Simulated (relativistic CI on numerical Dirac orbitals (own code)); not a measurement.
d2 in a ligand field

Computed with a parametric ligand-field model of a d^n configuration (Racah B and C, spin-orbit zeta, crystal field), exact diagonalisation.

Field parameters in Wybourne normalisation: Oh B⁴₀ = 21Dq, B⁴₄ = √(5/14) B⁴₀; Td as Oh with Dq negative (B⁴₀ = 21Dq, B⁴₄ = √(5/14) B⁴₀). The field is a parameter set, without covalency.

Problem. Lowest levels for B = 640, C = 2340, ζ = 440 cm⁻¹, Oh, 10Dq = 33200 cm⁻¹?

Solution. E 0 (S 1.00), T2 8 (S 1.00), T1 542 (S 1.00), A1 790 (S 1.00), T2 9029 (S 0.00), E 9114 (S 0.00), A1 20737 (S 0.00), A2 31725 (S 1.00), T2 31838 (S 1.00) cm⁻¹, with S from ⟨S²⟩ = S(S + 1). The ground level has 0.01 electrons in the cubic e pair.

Problem. Lowest levels for B = 840, C = 3430, ζ = 470 cm⁻¹, Td, 10Dq = -10450 cm⁻¹?

Solution. T2 0 (S 1.00), A2 10267 (S 1.00), T2 10381 (S 1.00), E 10391 (S 0.97), T1 10588 (S 1.00), E 13311 (S 0.12), T2 16569 (S 1.00), E 16671 (S 0.99), T1 17029 (S 1.00) cm⁻¹, with S from ⟨S²⟩ = S(S + 1). The ground level has 2.00 electrons in the cubic e pair.

Problem. Lowest levels for B = 610, C = 2730, ζ = 1550 cm⁻¹, Oh, 10Dq = 21800 cm⁻¹?

Solution. E 0 (S 0.99), T2 147 (S 0.99), T1 2247 (S 1.00), A1 3086 (S 0.99), T2 10570 (S 0.08), E 10904 (S 0.05), A2 21117 (S 1.00), T2 21647 (S 0.98), A1 22227 (S 0.14) cm⁻¹, with S from ⟨S²⟩ = S(S + 1). The ground level has 0.04 electrons in the cubic e pair.

Problem. Lowest levels for B = 800, C = 3990, ζ = 850 cm⁻¹, Oh, 10Dq = 18600 cm⁻¹?

Solution. E 0 (S 1.00), T2 65 (S 1.00), T1 1213 (S 1.00), A1 1766 (S 1.00), T2 13644 (S 0.13), E 14104 (S 0.02), A2 17350 (S 1.00), T2 17791 (S 0.96), T1 18002 (S 1.00) cm⁻¹, with S from ⟨S²⟩ = S(S + 1). The ground level has 0.04 electrons in the cubic e pair.

Problem. Lowest levels for B = 600, C = 2190, ζ = 170 cm⁻¹, Td, 10Dq = -3300 cm⁻¹?

Solution. T2 0 (S 1.00), A2 3235 (S 1.00), T2 3280 (S 1.00), E 3319 (S 1.00), T1 3351 (S 1.00), T2 5609 (S 1.00), E 5622 (S 1.00), T1 5849 (S 1.00), A1 5957 (S 1.00) cm⁻¹, with S from ⟨S²⟩ = S(S + 1). The ground level has 1.99 electrons in the cubic e pair.
